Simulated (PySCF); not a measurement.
A TDDFT job was run through a driver script with this input:

```
{"job": {"kind": "uv", "xc": "PBE0", "basis": "def2-SVPD", "nstates": 6, "ntriplets": 2}, "charge": 0, "multiplicity": 1}
C     -1.630396     1.253543    -0.308727
C     -0.631019     0.397762    -0.155324
C     -0.632150    -1.002128    -0.709998
F     -1.783034    -1.283397    -1.388960
O      0.480822     0.738098     0.527490
Si     1.876971     0.011945     0.929065
H     -1.577671     2.241795     0.108502
H     -2.513523     0.978682    -0.852396
H     -0.544569    -1.733616     0.102529
H      0.200988    -1.134588    -1.410786
H      2.496502     1.101489     1.662202
H      2.622033    -0.389744    -0.267044
H      1.630657    -1.179354     1.745720
```

Computed, not measured: TDDFT PBE0/def2-SVPD, vertical, gas phase, core orbitals frozen in the response (PySCF). Job line and output are in the format of a driver script around the code.

(1) What does the script print for it?

Results:

(1) 
```
coarse grid: 11400 points
cycle   1  E = -582.1631198433  dE =  6.974e-01  |g| = 7.073e-01  |ddm| = 5.444e+00
cycle   2  E = -582.0418897250  dE =  1.212e-01  |g| = 1.070e+00  |ddm| = 2.080e+00
cycle   3  E = -582.2582390974  dE = -2.163e-01  |g| = 6.699e-02  |ddm| = 1.284e+00
cycle   4  E = -582.2589110857  dE = -6.720e-04  |g| = 3.532e-02  |ddm| = 1.477e-01
cycle   5  E = -582.2591871212  dE = -2.760e-04  |g| = 1.187e-02  |ddm| = 6.130e-02
cycle   6  E = -582.2592162273  dE = -2.911e-05  |g| = 4.039e-03  |ddm| = 2.051e-02
cycle   7  E = -582.2592201286  dE = -3.901e-06  |g| = 3.055e-04  |ddm| = 5.587e-03
final grid: 105968 points
cycle   8  E = -582.3417419206  dE = -2.502e-05  |g| = 8.479e-03  |ddm| = 9.475e-02
cycle   9  E = -582.3417259036  dE =  1.602e-05  |g| = 1.266e-02  |ddm| = 2.460e-02
cycle  10  E = -582.3417562114  dE = -3.031e-05  |g| = 1.083e-03  |ddm| = 1.392e-02
cycle  11  E = -582.3417564797  dE = -2.683e-07  |g| = 2.834e-04  |ddm| = 1.785e-03
cycle  12  E = -582.3417564935  dE = -1.381e-08  |g| = 1.246e-04  |ddm| = 4.771e-04
cycle  13  E = -582.3417564968  dE = -3.292e-09  |g| = 2.454e-05  |ddm| = 1.803e-04
cycle  14  E = -582.3417564970  dE = -1.558e-10  |g| = 5.815e-06  |ddm| = 6.030e-05
converged SCF energy = -582.3417564970

Static polarisability (au): isotropic 68.169, principal 53.857 65.718 84.932

Singlet excitations
state   eV       nm        f      main configurations
  1   5.7189    216.8   0.00013   H->L 0.99
  2   6.3871    194.1   0.01424   H->L+2 0.91
  3   6.8519    180.9   0.39604   H->L+1 0.91
  4   6.9115    179.4   0.00365   H->L+3 0.91
  5   7.2172    171.8   0.00222   H->L+4 0.96
  6   7.3837    167.9   0.03849   H->L+5 0.91

Triplet excitations (Tamm-Dancoff, eV): 4.2869 5.6016
```

The structure is a single GFN2-xTB conformer in the gas phase; no vibrational or solvent corrections.

The SCF starts on a coarse grid; the energy jumps when the final grid takes over, and dE counts afresh there. H and L stand for HOMO and LUMO.

Conformer computed: `[CH2:1]=[C:2]([CH2:3][F:4])[O:5][SiH3:6]`: C1–C2–C3–F4 0°, C1–C2–O5–Si6 180°.
